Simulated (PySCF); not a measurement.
SMILES [GeH3][Se]Br, PBE0/def2-SVP optimised geometry.

```
6

Se    -1.32    -0.42     0.00
Br    -1.55     1.91     0.00
Ge     1.05    -0.42     0.00
H      1.42    -1.91     0.00
H      1.55     0.29    -1.27
H      1.55     0.28     1.27
```

Density from PySCF with PBE0/def2-TZVP at that geometry.

Minimum of the electron density along straight lines between bonded atoms, close to the bond critical point (lines longer than 1.1 times the sum of covalent radii, or with two minima, are not listed):

| bond | length / Å | ρ at the minimum / e bohr⁻³ | ∇²ρ there / e bohr⁻⁵ | position (fraction from the first atom) |
|---|---|---|---|---|
| Se1–Br2 | 2.339 | … | -0.01 | 0.47 |
| Se1–Ge3 | 2.369 | … | -0.01 | 0.57 |
| Ge3–H4 | 1.539 | 0.133 | … | 0.59 |
| Ge3–H5 | 1.535 | 0.135 | 0.04 | 0.59 |
| Ge3–H6 | 1.535 | 0.135 | 0.04 | 0.59 |

### Question
What belongs in the gaps?

### Answer

- Se1–Br2, ρ at the minimum / e bohr⁻³: 0.101
- Se1–Ge3, ρ at the minimum / e bohr⁻³: 0.091
- Ge3–H4, ∇²ρ there / e bohr⁻⁵: 0.05
